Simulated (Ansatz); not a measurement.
Geometry optimisation, Ansatz, DFT PBE-D3(BJ), scalar-relativistic, plane waves, PAW.

Input:

```yaml
accuracy: low
crystal:
  lattice:
    - [0.0, 5.43, 5.43]
    - [5.43, 0.0, 5.43]
    - [5.43, 5.43, 0.0]
  atoms:
    - { symbol: Si, position: [0.0, 0.0, 0.0] }
    - { symbol: Si, position: [0.125, 0.125, 0.125] }
    - { symbol: Si, position: [0.0, 0.0, 0.5] }
    - { symbol: Si, position: [0.125, 0.125, 0.625] }
    - { symbol: Si, position: [0.0, 0.5, 0.0] }
    - { symbol: Si, position: [0.125, 0.625, 0.125] }
    - { symbol: Si, position: [0.0, 0.5, 0.5] }
    - { symbol: Si, position: [0.125, 0.625, 0.625] }
    - { symbol: Si, position: [0.5, 0.0, 0.0] }
    - { symbol: Si, position: [0.625, 0.125, 0.125] }
    - { symbol: Si, position: [0.5, 0.0, 0.5] }
    - { symbol: Si, position: [0.625, 0.125, 0.625] }
    - { symbol: Si, position: [0.5, 0.5, 0.0] }
    - { symbol: Si, position: [0.625, 0.625, 0.125] }
    - { symbol: Si, position: [0.5, 0.5, 0.5] }
    - { symbol: Si, position: [0.625, 0.625, 0.625] }
    - { symbol: O, position: [0.2474499, 0.7490979, 0.2636495], spin: 1.0 }
magnetization:
  spin_polarized: true
basis:
  ecutwfc: 420.0
kpoints:
  mp_grid: { grid: [2, 2, 2] }
hamiltonian:
  xc: pbe
  dispersion: d3bj
  pseudopotentials: { kind: paw, azcp: { folder: soft_1 } }
scf:
  occupations: { method: fermi_dirac, width: 0.02 }
  lower_state_search: "off"
relax:
  f_tol: 0.08
  max_steps: 25
  adjacent_minimum: "off"
```

Launched with:

```bash
$ ansatz run input.yaml --threads 1 --pin off --max-ram 3072MiB --backend cpu --events-out ev --progress --plain --runs-dir out
```

Where does it end, and by what steps?

The forces met the threshold. Limits of this set-up: coarse k mesh, a small cell, in which the defect meets its images, low accuracy level. After 8 steps the energy has fallen by 1.322 eV; O17 moved furthest, 0.78 Å. Joined: Si2–O17 (2.36 → 1.90 Å), Si14–O17 (2.37 → 1.89 Å).

| step | energy less start (eV) | largest force component (eV/Å) | accepted |
| --- | --- | --- | --- |
| 0 | 0.0000 | 0.426 | yes |
| 1 | -0.0689 | 0.388 | yes |
| 2 | -0.5649 | 0.938 | yes |
| 3 | -0.8903 | 1.435 | yes |
| 4 | -1.1290 | 0.529 | yes |
| 5 | -1.2217 | 0.509 | yes |
| 6 | -1.2604 | 0.325 | yes |
| 7 | -1.3179 | 0.116 | yes |
| 8 | -1.3222 | 0.041 | yes |

```xyz
17
Lattice="0.0000 5.4300 5.4300 5.4300 0.0000 5.4300 5.4300 5.4300 0.0000" Properties=species:S:1:pos:R:3
Si -0.018 0.044 -0.023
Si 1.210 1.601 1.204
Si 2.920 2.640 -0.077
Si 4.135 4.043 1.325
Si 2.629 -0.081 2.635
Si 3.984 1.267 3.974
Si 5.414 2.697 2.754
Si 6.641 3.926 4.310
Si -0.071 2.643 2.918
Si 1.331 4.045 4.132
Si 2.580 5.295 2.575
Si 3.931 6.648 3.924
Si 2.762 2.695 5.406
Si 4.321 3.923 6.631
Si 5.354 5.636 5.352
Si 6.760 6.849 6.754
O 5.917 3.202 5.915
```

The run took 2.9 min on 1 thread of Arm Neoverse V1, on a shared host, peak memory 0.67 GiB.
